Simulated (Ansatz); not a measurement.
phosphorus atom (P), quartet. Base run: Ansatz (a quantum-chemistry and plane-wave program) with BLYP/cc-pVDZ.

The Ansatz input:
Ansatz 0.2 input:
```yaml
crystal:
  periodic: [false, false, false]
  atoms:
    - {symbol: P, position_ang: [0.00000000, 0.00000000, 0.00000000]}
basis:
  gaussian:
    orbitals: cc-pVDZ
hamiltonian:
  xc: blyp
magnetization: {spin_polarized: true, initial_magnetization: 3}
```

Variants of this job, named by their change:

| change | E (Eh) | SCF-reference <S^2> |
|---|---|---|
| base | -341.25793 | 3.750 |
| functional = r2scan | -341.23524 | 3.750 |
| functional = hse06 | -341.12542 | 3.750 |
| functional = pbe0 | -341.13237 | 3.750 |
| functional = hf | -340.70905 | 3.750 |
| functional = b3lyp | -341.27644 | 3.750 |
| functional = wB97X-V | -341.19820 | 3.750 |
| functional = b3lyp; dispersion = d4 | -341.27644 | 3.750 |
| functional = wB97X | -341.25043 | 3.751 |
| functional = PBE-QIDH | -341.04189 | 3.750 |
| functional = lc_wpbe | -341.15329 | 3.750 |
| functional = BHLYP | -341.26623 | 3.750 |
| functional = revpbe | -341.19673 | 3.750 |

Totals shift with the method and basis; they matter in differences.
